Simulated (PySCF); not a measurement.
Vertical excitations of a molecule C3H9AlO from PySCF with TDA-PBE/def2-SVPD, as energy in eV (oscillator strength): 4.72 (0.000), 5.39 (0.012), 6.09 (0.006), 6.13 (0.007), 6.58 (0.006), 6.68 (0.008), 6.75 (0.002), 6.77 (0.157), 6.87 (0.055), 6.95 (0.059). Lowest triplet (TDA): 4.39 eV. Geometry: PBE0-D3(BJ)/def2-SVP. The values are those of a single conformer.

Question: Identify the compound among the candidates.
A. C[CH2][AlH][O]C
B. C[CH2][Al]([CH3])[OH]
C. C[CH](C)[AlH][OH]
D. CC(C)[O][AlH2]

Answer: C, C[CH](C)[AlH][OH]
